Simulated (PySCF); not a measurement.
## Simulated characterisation data

[PySCF 2.14: geometry: GFN2-xTB; σ from GIAO-PBE0/pcSseg-1; no relativistic terms; fast rotation and ring inversion assumed for equivalent nuclei; in vacuum; a single conformation]

Referencing at the same level of theory: $^{1}$H and $^{13}$C vs TMS. Splittings of carbon signals by F and P are missing where no couplings were computed. Where no couplings were computed, multiplicities follow the n + 1 count of equivalent neighbours, and m marks all less simple cases (inequivalent or close neighbours, rings, F or P nearby). Shifts are as computed. Against solution values, carbons near 30 ppm lie about +3 ppm off and those near 130 ppm about +5 ppm. Of 1211 compounds with measured shifts, 218 miss one by over three times the rms of a fit or turn the order of signals round; such compounds aren't used in these exercises.

Compound 1 (C6H6F2OSi). $^{1}$H NMR (600 MHz, computed): δ 7.41 (m, 1H), 6.97 (m, 1H), 6.65 (m, 1H), 5.14 (s, 3H). $^{13}$C{$^{1}$H} NMR (computed): δ 160.3 (C), 158.1 (C), 154.9 (C), 125.0 (CH), 121.1 (CH), 109.0 (CH). Structure: `InChI=1S/C6H6F2OSi/c7-5-2-1-4(9-10)3-6(5)8/h1-3H,10H3`.

Compound 2 (C5H8F2OSi). $^{1}$H NMR (600 MHz, computed): δ 6.68 (m, 1H), 6.68 (m, 1H), 6.16 (br s, 1H), 6.11 (d, 1H), 5.84 (br s, 1H), 4.24 (s, 3H). $^{13}$C{$^{1}$H} NMR (computed): δ 151.3 (CH), 143.1 (C), 139.9 (CH2), 123.7 (CH), 122.0 (CH). Structure: SMILES C=C([SiH3])/C=C/OC(F)F.
